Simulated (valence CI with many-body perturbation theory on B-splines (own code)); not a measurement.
Values are calculated unless marked as measured or tabulated.
## A CI+MBPT run for W69+

The program does CI of the valence electrons with many-body perturbation theory for a frozen closed Dirac-Fock core.

Command, and the settings that its task file holds:

```sh
python run_cv.py task.json out
```

```
atom W  Z=74  mass_number=184  rms_radius_fm=5.3658
core [He]
valence 2s2 3p1
avg = 1
basis = S
breit = 1
cap = 10000
capref = 1200
cscale = 1
de = 0.0
dress = 0
eps = 2e-08
h = 0.27
hh = 1
l2 = 3
lcore = 6
maxit = 60
n2 = 5
natural = 1
nlev = 20
nno = [3, 3, 3, 2, 1]
nroot = 26
nsp = [3, 3, 2, 1, 0]
pt2 = 1
qed = 1
rpa = 1
s1 = 1
s2 = 1
s3 = 1
screen = 1
tol = 2e-05
whole = 1
```

What became of the run, and why?

It gave no result: the start configuration must fill the lowest shells above the core. The program said: "3p is not the lowest shell of its kind above the core".
